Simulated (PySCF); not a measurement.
## How methods differ on the excitation energy of He

He 1s2 (1S) → He 1s1 2s1 (3S), as a difference of total energies. Computed with PySCF 2.14 in dyall-acv3z, with scalar relativity by spin-free X2C-1e. Correlated levels: valence: nothing frozen; virtual orbitals above 40 to 60 times the deepest correlated orbital energy dropped. The calculations carry no spin-orbit coupling.

| method | excitation energy (eV) | error (eV) |
| --- | --- | --- |
| UHF | 18.794 | -1.026 |
| MP2 (valence) | 19.703 | -0.117 |
| SCS-MP2 (valence) | 19.902 | +0.082 |
| CCSD (valence) | 19.855 | +0.035 |

Reference: 19.820 eV (measured; NIST levels).

Errors of the correlated levels include the incompleteness of this basis.

With two correlated electrons CCSD is exact in that space.
